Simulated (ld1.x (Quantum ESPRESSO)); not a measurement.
What one change does to a pseudopotential (nitrogen, RRKJ)

- Element: N (Z = 7)
- Generator: ld1.x (Quantum ESPRESSO) 7.5
- Type: norm-conserving RRKJ (Kleinman–Bylander form)
- Functional: LDA (PZ)
- Relativity: non-relativistic
- Frozen core: [He]
- Valence charge: 5
- Reference configuration: 2s2 2p3
- Partial waves: 2p (bound): rc 1.90 bohr; 2s (bound): rc 0.90 bohr
- Local potential: the s channel
- Core correction: none

All-electron outer shells of the reference configuration (LDA (PZ), non-relativistic, ld1.x):

```
shell  level (eV)  outermost node (bohr)  outermost maximum (bohr)
   2s      -18.40                   0.32                      1.02
   2p       -7.25                      –                      0.97
```

Change: wave 2p (bound): rc 1.90 bohr becomes 2p (bound): rc 2.58 bohr.

Cutoffs: the cutoffs (Ry, on a coarse ladder) from which the occupation-weighted sum of valence levels, in a spherical-Bessel basis at the reference potential, stays within 10 and 1 mRy of its value at 400 Ry; they do not see the model core or the augmentation charge, which bear on the density cutoff. Errors are all-electron minus pseudo energies relative to the spin-unpolarised reference configuration.

What does the change do?

The potential gets neither clearly harder nor softer (50 Ry and 140 Ry → 50 Ry and 140 Ry); the s channel sets the loose cutoff, while the largest relative change is in p, which becomes softer; of the 9 tests that both files solve, the error grows in 7 and shrinks in 2 by more than 15 % and 0.3 meV (median size 122.2 → 205.9 meV); neither file shows a bound ghost at the reference potential, the only one tested.

| quantity | base | changed |
| --- | --- | --- |
| cutoff, loose | 50 Ry | 50 Ry |
| cutoff, tight | 140 Ry | 140 Ry |
| loose cutoff by channel (10 mRy a level) | p 30 Ry, s 45 Ry | p 18 Ry, s 45 Ry |
| bound ghosts | none | none |
| error for 2s2 2p2, meV [ΔE 13.74 eV] | +50 | +197 |
| error for 2s2 2p1, meV [ΔE 42.71 eV] | +458 | +1473 |
| error for 2s2 2p0, meV [ΔE 89.88 eV] | +1874 | +5184 |
| error for 2s1 2p0, meV [ΔE 167.30 eV] | +3157 | +8341 |
| error for 2s2 2p3.3, meV [ΔE -1.67 eV] | +0.6 | +4.1 |
| error for 2s0 2p5, meV [ΔE 22.39 eV] | +25 | -206 |
| error for 2s1 2p3, meV [ΔE 25.16 eV] | -70 | -241 |
| error for 2s2 2p3 (spin-polarised), meV [ΔE -2.89 eV] | +147 | -81 |
| error for 2s2 2p2 (spin-polarised), meV [ΔE 12.05 eV] | +122 | +90 |

Changed file: These tests converged, but a pseudo level misses the all-electron one widely, so the file describes the atom poorly there or has found another state: 2s1 2p0: empty 2p by 8.1 eV.
